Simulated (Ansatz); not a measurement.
CH5ClGe, SMILES `Cl[CH2][GeH3]`, 8 atoms. The species carries charge 0 and has multiplicity 1. Correlated methods include outer-core shells of Ge, which these sets cover unevenly. Scalar relativity is left out up to krypton. All runs use 2 threads of an Arm Neoverse V1 on a shared host. Correlated methods freeze the cores.

Problem. How many basis functions does each run have, and how long does it take in Ansatz? RHF-CCSD(T)/def2-SVP energy; RHF-CCSD(T)/def2-TZVPP energy; RKS r2SCAN-D4/def2-TZVPP energy and forces; RKS PBE0-D4/def2-SVP energy; RKS PBE0-D4/def2-TZVP relaxation (5 steps); RKS ωB97M-V/def2-SVP energy; RKS ωB97X-V/def2-TZVPP energy; direct RPA on PBE orbitals/def2-TZVPP energy; RKS r2SCAN0-D4/def2-TZVPP energy; RKS PBE0-D4/def2-QZVPP energy; RKS ωB97M-V/def2-QZVPP energy; RKS ωB97M-V/def2-TZVPP energy and forces. (Best estimate.)

Solution. Ansatz gave: Other jobs shared the machine, so times are rough.

| level | job | functions | wall time | peak host memory (GiB) |
| --- | --- | --- | --- | --- |
| RKS PBE0-D4/def2-SVP | energy | 89 | 1.4 s | 0.37 |
| RHF-CCSD(T)/def2-SVP | energy | 89 | 3.6 s | 0.37 |
| direct RPA on PBE orbitals/def2-TZVPP | energy | 191 | 4.6 s | 0.37 |
| RKS r2SCAN0-D4/def2-TZVPP | energy | 191 | 5.5 s | 0.44 |
| RKS r2SCAN-D4/def2-TZVPP | energy and forces | 191 | 5.5 s | 0.24 |
| RKS ωB97M-V/def2-SVP | energy | 89 | 6 s | 0.37 |
| RKS ωB97X-V/def2-TZVPP | energy | 191 | 9 s | 0.51 |
| RKS PBE0-D4/def2-QZVPP | energy | 366 | 9.5 s | 1.1 |
| RKS ωB97M-V/def2-TZVPP | energy and forces | 191 | 13 s | 0.58 |
| RKS PBE0-D4/def2-TZVP | relaxation (5 steps) | 146 | 19 s | 0.34 |
| RKS ωB97M-V/def2-QZVPP | energy | 366 | 21 s | 1.2 |
| RHF-CCSD(T)/def2-TZVPP | energy | 191 | 72 s | 2 |
